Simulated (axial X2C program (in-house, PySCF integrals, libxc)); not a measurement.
# Outer orbitals of RuS⁺ at 2.116 Å, HF

Computed with an axial X2C code built on PySCF integrals. Spin-free means the one-electron spin-free X2C Hamiltonian; two-component (2c) means X2C with spin–orbit coupling and atomic mean-field two-electron Coulomb and Gaunt terms, so the difference of the two also holds small scalar two-electron terms. Basis: Ru dyall-cv3z [12s12p8d5f3g], S dyall-av3z [9s8p3d2f] (cores contracted in-house); Gaussian nuclei, density fitting, unrestricted open shells. Masses: Ru 101.904 u, S 31.972 u.

The distance is close to the 2c PBE0 minimum; the highest filled and lowest empty levels are listed.

Spin-free orbitals, state M_S = 5/2, Λ = 0 (beyond evenly filled blocks: σα, π+α, π-α, δ+α, δ-α) (Löwdin shares):

```
symmetry  occupied  ε (eV)             atomic character
      σα       yes  -32.71   71% S s, 12% Ru d, 9% Ru p
      σβ       yes  -28.25  67% S s, 12% Ru d, 10% Ru p
     π+α       yes  -20.93            71% Ru d, 26% S p
     π-α       yes  -20.93            71% Ru d, 26% S p
     δ-α       yes  -20.86                     99% Ru d
     δ+α       yes  -20.86                     99% Ru d
      σα       yes  -20.84    69% Ru d, 25% S p, 4% S s
      σβ       yes  -17.59    75% S p, 12% Ru d, 6% S s
     π+α       yes  -17.19   59% S p, 30% Ru d, 4% Ru p
     π-α       yes  -17.19   59% S p, 30% Ru d, 4% Ru p
     π+β       yes  -16.46    79% Ru d, 15% S p, 3% S d
     π-β       yes  -16.46    79% Ru d, 15% S p, 3% S d
      σα       yes  -16.15  57% S p, 20% Ru s, 17% Ru d
     π-β        no   -5.22  58% S p, 20% Ru p, 16% Ru d
     π+β        no   -5.22  58% S p, 20% Ru p, 16% Ru d
      σα        no   -5.19   46% Ru s, 34% Ru p, 8% S p
      σβ        no   -4.90   62% Ru s, 14% Ru p, 8% S p
```

Spinors with spin–orbit coupling (state Ω = 5/2):

```csv
ω,occupied,ε (eV),atomic character,λ mixture
1/2,yes,-32.72,"71% S s, 12% Ru d, 9% Ru p",100% σ
-1/2,yes,-28.26,"67% S s, 12% Ru d, 10% Ru p",100% σ
-3/2,yes,-20.99,99% Ru d,100% δ
-1/2,yes,-20.99,"71% Ru d, 26% S p",100% π
3/2,yes,-20.87,"70% Ru d, 26% S p","99% π, 1% δ"
1/2,yes,-20.84,"69% Ru d, 25% S p, 4% S s",100% σ
5/2,yes,-20.67,99% Ru d,100% δ
-1/2,yes,-17.62,"74% S p, 13% Ru d, 6% S s","93% σ, 7% π"
-1/2,yes,-17.23,"60% S p, 28% Ru d, 4% Ru p","93% π, 7% σ"
3/2,yes,-17.16,"58% S p, 30% Ru d, 4% Ru p","99% π, 1% δ"
1/2,yes,-16.61,"78% Ru d, 16% S p, 3% S d","97% π, 3% σ"
-3/2,yes,-16.36,"78% Ru d, 16% S p, 3% S d",100% π
1/2,yes,-16.13,"55% S p, 20% Ru s, 20% Ru d","97% σ, 3% π"
1/2,no,-5.30,"48% S p, 24% Ru p, 12% Ru d","76% π, 24% σ"
-3/2,no,-5.20,"58% S p, 20% Ru p, 17% Ru d",100% π
1/2,no,-5.15,"36% Ru s, 30% Ru p, 20% S p","76% σ, 24% π"
-1/2,no,-4.90,"62% Ru s, 14% Ru p, 8% S p",100% σ
```

Problem. How does the gap between the highest filled and lowest empty level change from the spin-free to the 2c table?

Solution. From 10.93 to 10.83 eV at HF, a change of -0.10 eV.

Mulliken charges and populations of the two-component result (they depend on the basis, above all on diffuse functions):

Ru 0.75 e (s 8.38 p 18.16 d 16.67 f 0.03), S 0.25 e (s 5.88 p 9.78 d 0.08 f 0.01). ⟨Lz⟩ = 0.02 ħ and ⟨Sz⟩ = 2.48 ħ (1.64 and 0.84 on the two atoms), which add up to Ω.

One determinant describes the state; a PBE0 search over occupations chose it and may have missed a lower one. Other states lie close and PBE0, whose exact exchange favours high spin, may order them wrongly; the determinant shown need not be the ground state. The nearest other spin-free determinant of the search, M_S = 3/2, Λ = 3, lies 0.50 eV up at the distance of the search. With several unpaired electrons one determinant need not be a pure state. This is the top spin component of a Σ state; components of lower Ω are not single determinants and can lie lower.
